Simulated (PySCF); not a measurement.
AlBClH₃N (calculated)

Computed with PySCF 2.14.0. Calculation on a computer-drawn molecule: the log of a Hartree-Fock and frozen-core CCSD(T) single point meant for a local Hartree-Fock minimum, with one planted fault or none, to be diagnosed. Offsets are logged minus clean, where the clean run is the same molecule without the fault. The reference is restricted for singlets and unrestricted otherwise, and also for a bond in bohr or an excited solution. Adding or removing an electron swaps singlet and doublet. The excited solution moves the top pair (singlet) or top alpha electron (doublet) to the lowest empty orbital. Highest occupied and lowest empty are orbital energies over both spins, largest force is the largest gradient component, triples share is (T) over the correlation energy, the T1 limit is 0.02 restricted and 0.045 unrestricted, electrons count all cores, a negative frequency is imaginary (commonest isotopes), and the dipole is about the centre of nuclear charge.

```yaml
- formula: AlBClH3N
  logged_structure:
    atoms_angstrom:
      - [B, -1.0971, -0.6108, -2.7746]
      - ["N", -0.2484, -0.9224, -1.6866]
      - [Al, 1.1519, -2.0516, -1.6223]
      - [Cl, 1.6959, -3.1272, -3.3677]
      - [H, -0.9191, -1.1362, -3.8395]
      - [H, -1.9942, 0.1792, -2.6302]
      - [H, -0.4741, -0.434, -0.8367]
  given:
    meant_charge: 0
    meant_multiplicity: 2
    meant_basis: "cc-pV(D+d)Z"
    logged_electrons: 45
    logged_basis_functions: 89
    logged_SCF_converged: "yes"
    logged_spin_squared: 0.7528
    "logged_highest_occupied [eV]": -9.0521
    "logged_lowest_empty [eV]": 0.63825
    "logged_largest_force [hartree/bohr]": 2.2393e-05
    "logged_lowest_frequency [cm^-1]": 110.5
    logged_T1_diagnostic: 0.014532
    logged_D1_diagnostic: 0.044063
    logged_triples_share: 0.027004
    logged_CC_converged: "yes"
    "logged_dipole_magnitude [debye]": 2.9124
    logged_SCF_stable_within_its_kind: "yes"
    "logged_energy_HF [hartree]": -782.42343
    "logged_energy_CCSD(T) [hartree]": -782.90626
    possible_faults: "no fault, one electron removed, one electron added, multiplicity raised by two, geometry at a saddle point, SCF held on an excited solution, minimal basis STO-3G, one bond length entered in bohr, all coordinates scaled"
    drawn_bonds_atom: [1, 2, 3, 1, 1, 2]
    drawn_bonds_other_atom: [2, 3, 4, 5, 6, 7]
    drawn_bonds_order: [1, 1, 1, 1, 1, 1]
  results:
    planted_fault: "no fault"
    "HF_energy_offset_from_clean_run [kcal/mol]": 0.0
    "CCSD(T)_energy_offset_from_clean_run [kcal/mol]": 0.0
```
